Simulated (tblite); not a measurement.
C₅H₄F₃ (doublet state).
Geometry (GFN2-xTB, Å), atoms numbered from 1 in this order:
```xyz
12
C5H4F3 angstrom
C     -2.829    0.398    0.700
C     -1.843   -0.192    0.093
C     -0.434    0.196    0.185
F     -0.157    1.248    0.974
C      0.585   -0.391   -0.457
F      0.323   -1.430   -1.276
C      2.032   -0.021   -0.346
F      2.644   -0.744    0.653
H     -3.015    1.212    1.360
H     -2.004   -1.052   -0.547
H      2.556   -0.260   -1.277
H      2.143    1.035   -0.086
```

Method: GFN2-xTB as coded in tblite; computed harmonic values from a numerical Hessian at the method's own geometry, unscaled. Errors from tens to a few hundred cm⁻¹ against measured bands are possible. One conformer, not necessarily the lowest. Open shells enter through the occupations alone, without spin polarisation, and single modes of such species can be off by tens of per cent.

Harmonic wavenumbers (cm⁻¹): 40.7, 80.6, 141.9, 160.5, 238.2, 263.3, 327.9, 406.7, 478.9, 492.2, 591.2, 635.5, 704.9, 798.2, 901.7, 919.2, 1000.5, 1044.2, 1167.6, 1187.1, 1227.3, 1238.5, 1301.1, 1407.1, 1652.5, 1694.0, 2958.0, 2969.1, 3011.1, 3210.7.

A = 3664, B = 1318, C = 1041 MHz; mass 121.027 u (most abundant isotopes); point group C1, symmetry number 1; spin multiplicity 2.

Q: Zero-point energy?

A: Half the sum of the wavenumbers: 16125 cm⁻¹ = 46.10 kcal/mol.

Q: What is S at 350 K and 1 bar for an ideal gas of classical rigid rotors and harmonic oscillators?

A: Translation 41.11, rotation 29.03, vibration 27.48, spin (R ln 2) 1.38: S = 99.0 cal/(mol K).

Q: And Cp and H(350 K) − H(0)?

A: Cp = 34.41 cal/(mol K), of which vibrations give 26.46 (their classical limit is 30 R = 59.6); H(350 K) − H(0) = 7.71 kcal/mol without the zero-point energy, 4.93 from vibrations.

Q: Which modes carry the vibrational entropy at 350 K?

A: 40.7 cm⁻¹: 5.54; 80.6 cm⁻¹: 4.19; 141.9 cm⁻¹: 3.09; 160.5 cm⁻¹: 2.85; 238.2 cm⁻¹: 2.11; 263.3 cm⁻¹: 1.92 cal/(mol K); the other 24 give 7.78 together.

Q: What must be added to the electronic energy to get the Gibbs energy at 350 K and 1 bar?

A: ZPE + [H(350 K) − H(0)] − T·S = 46.10 + 7.71 − 34.65 = 19.16 kcal/mol.

Q: How do the functions run with temperature in this model?

A: 
```csv
T (K),S (cal/(mol K)),Cp (cal/(mol K)),H − H(0) (kcal/mol),G − H(0) (kcal/mol),ln q(vib)
50,58.8,12.2,0.49,-2.45,0.50
100,68.7,16.7,1.21,-5.66,1.50
298.15,93.7,31.2,6.01,-21.94,5.69
373.15,101.2,35.8,8.52,-29.26,7.21
500,112.6,42.1,13.48,-42.84,9.70
750,131.4,50.3,25.12,-73.43,14.24
1000,146.6,55.3,38.37,-108.25,18.29
```

q(vib) and H(0) count from the zero-point level.

Q: Blend soft modes into free rotors: weight 1/[1 + (100 cm⁻¹/ν̃)⁴] for the oscillator and the rest for a rotor with moment μB/(μ + B), μ = h/(8π²ν), B = 10⁻⁴⁴ kg m². What vibrational entropy results?

A: 25.10 cal/(mol K) in place of 27.48, which changes −T·S at 350 K by +0.83 kcal/mol.

Hindered rotation and anharmonicity are outside this model. Other conformers, if any are populated, would add a mixing term that is left out. The structure is chiral; the term R ln 2 for an equal mix with its mirror image is left out.
